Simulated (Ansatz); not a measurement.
TeF4, SMILES [Te](F)(F)(F)F. Atoms are numbered in the order given.

```xyz
5

Te     0.0000     0.0000     0.2634
F      1.2494     1.2494    -0.4799
F      1.2494    -1.2494    -0.4799
F     -1.2494    -1.2494    -0.4799
F     -1.2494     1.2494    -0.4799
```

Geometry optimised at PBE0-D3(BJ)/def2-SVP. The isomer is the one that the SMILES or the coordinates give; other isomers of the formula were not compared. The def2 effective core potentials stand for the cores of Te; spin–orbit coupling is left out.

Two levels are set side by side: PBE-D3(BJ)/def2-SVP (Ansatz, an electronic-structure program) and PBE0-D3(BJ)/def2-SVP (Ansatz). Each level has its own optimised geometry; the coordinates shown are those of the second. Differences are taken from unrounded values.

```json
[
 {"quantity": "mean bond length (Å)", "PBE0-D3(BJ)": "1.917"},
 {"quantity": "bond Te1–F2 (Å)", "PBE0-D3(BJ)": "1.917"},
 {"quantity": "bond Te1–F3 (Å)", "PBE0-D3(BJ)": "1.917"},
 {"quantity": "bond Te1–F4 (Å)", "PBE0-D3(BJ)": "1.917"},
 {"quantity": "bond Te1–F5 (Å)", "PBE0-D3(BJ)": "1.917"}
]
```

Task: What does PBE-D3(BJ) give, and how far is it from PBE0-D3(BJ)? (Estimate from the structure and the level; the computed values follow.)

Result: 
```
quantity              PBE-D3(BJ)  PBE-D3(BJ) minus PBE0-D3(BJ)
--------------------  ----------  ----------------------------
mean bond length (Å)       1.948                         0.031
bond Te1–F2 (Å)            1.948                         0.031
bond Te1–F3 (Å)            1.948                         0.031
bond Te1–F4 (Å)            1.948                         0.031
bond Te1–F5 (Å)            1.948                         0.031
```

GGA bonds tend to be longer and softer than those of functionals with exact exchange. Differences between two approximate levels are no errors against the true value.
